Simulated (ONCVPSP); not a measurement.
Hg (Z = 80): one change to an ONCV potential, before and after

mercury, optimised norm-conserving Vanderbilt (ONCV), made with ONCVPSP 4.0.1 (LDA (Perdew-Wang 92), scalar-relativistic). Core [Kr] 4d10 4f14, reference 5s2 5p6 5d10 6s1.75 6p0.25. Waves: 5s+6s: rc 1.35 bohr, ncon 3, nbas 7, qcut 6.7 1/bohr, 2 projectors; 5p+6p: rc 1.90 bohr, ncon 4, nbas 7, qcut 6.9 1/bohr, 2 projectors; 5d: rc 1.25 bohr, ncon 3, nbas 7, qcut 8.2 1/bohr, 1 projector. Local part: polynomial inside 0.95 bohr (lpopt 5, dvloc0 0 Ha). Core correction: Teter function, fcfact 2, rcfact 1.5.

Change: all radii but the core radius scaled by about 1.19 (s 1.60, p 2.26, d 1.48 bohr); local potential polynomial inside 1.14 bohr (lpopt 5, dvloc0 0 Ha).

Cutoffs: the cutoffs (Ha) at which the residual kinetic energy of the hardest occupied pseudo-wave falls to 1 and 0.1 mHa per electron; they do not see the model core or the augmentation charge, which bear on the density cutoff. Errors are all-electron minus pseudo energies relative to the spin-unpolarised reference configuration.

What does the change do?

The potential gets neither clearly harder nor softer (22 Ha and 77 Ha → 22 Ha and 27 Ha); the d channel sets the loose cutoff, while the largest relative change is in s, which becomes softer; the lowest positive-energy flag moves from s at 32.9 eV to none; of the 3 tests that both files solve, the error grows in 0 and shrinks in 1 by more than 15 % and 0.3 meV (median size 1.0 → 0.6 meV); neither file shows a bound ghost.

| quantity | base | changed |
| --- | --- | --- |
| cutoff, loose | 22 Ha | 22 Ha |
| cutoff, tight | 77 Ha | 27 Ha |
| loose cutoff by channel | s 21 Ha, p 17 Ha, d 22 Ha | s 16 Ha, p 16 Ha, d 22 Ha |
| bound ghosts | none | none |
| GHOST(+) flags under 300 eV | s at 32.9 eV | none |
| tests with a reliable result | 3 of 4 | 3 of 4 |
| error for 5s2 5p6 5d10 6s2 6p0, meV [ΔE -1.50 eV] | +0.3 | +0.2 |
| error for 5s2 5p6 5d10 6s1 6p0, meV [ΔE 9.55 eV] | -4.0 | -4.3 |
| error for 5s2 5p6 5d9 6s2 6p1, meV [ΔE 8.87 eV] | +1.0 | -0.6 |
| rms error of d²Exc/dni dnj with the model core, mHa | 1.60 | 1.97 |
